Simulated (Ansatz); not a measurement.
Stepwise reaction of `[OH][Sn]([OH])([Cl])[Cl]` with hydrogen fluoride, as a gas-phase model of exchange steps in deposition or etching. ΔE in kJ/mol; ΔG adds harmonic PBE0-D4 terms to CCSD(T)/CBS, at 1 bar.

Isolated molecules relaxed with PBE0-D4/def2-TZVP in Ansatz; ΔE leaves out vibrations. CBS: MP2 limit from def2 TZ/QZ plus the TZ coupled-cluster correction, frozen cores. This one scheme is used for every species. Functionals use def2-TZVPP. B3LYP here is the variant with VWN-RPA as its local correlation; programs differ in this. def2 core potentials past Kr. For Sn outer-core shells are correlated without core-valence functions, which leaves a few kJ/mol of doubt a bond. One conformer a species, not always the lowest.

```json
{"step": "1", "reaction": "`[OH][Sn]([OH])([Cl])[Cl]` + H–F → `[OH][Sn]([OH])([F])[Cl]` + HCl", "PBE-D4": "33.5", "B3LYP-D4": "33.1", "ωB97M-V": "32.7", "CCSD(T)/CBS": "37.1", "ΔG(500 K)": "30.9"}
```

Problem. Give the row of step 2, `[OH][Sn]([OH])([F])[Cl]` + H–F → `[OH][Sn]([OH])([F])[F]` + HCl. (Estimate.)

Solution. Ansatz gave: 
```tsv
step	reaction	PBE-D4	B3LYP-D4	ωB97M-V	CCSD(T)/CBS	ΔG(500 K)
2	`[OH][Sn]([OH])([F])[Cl]` + H–F → `[OH][Sn]([OH])([F])[F]` + HCl	34.4	34.4	34.4	38.3	35.7
```

Problem. By hand: ΔE of the 2 steps together at CCSD(T)/CBS.

Solution. (37.1) + (38.3) = 75.4 kJ/mol, or 37.7 kJ/mol a step.

In ΔE the steps differ by no more than 1.2 kJ/mol. All are uphill at CCSD(T)/CBS. ΔG lies between 30.9 and 35.7 kJ/mol a step. PBE-D4 differs from CCSD(T)/CBS by -3.9 to -3.6 kJ/mol a step. Isolated molecules leave out the surface, adducts and barriers. Largest T1 diagnostic: 0.015.
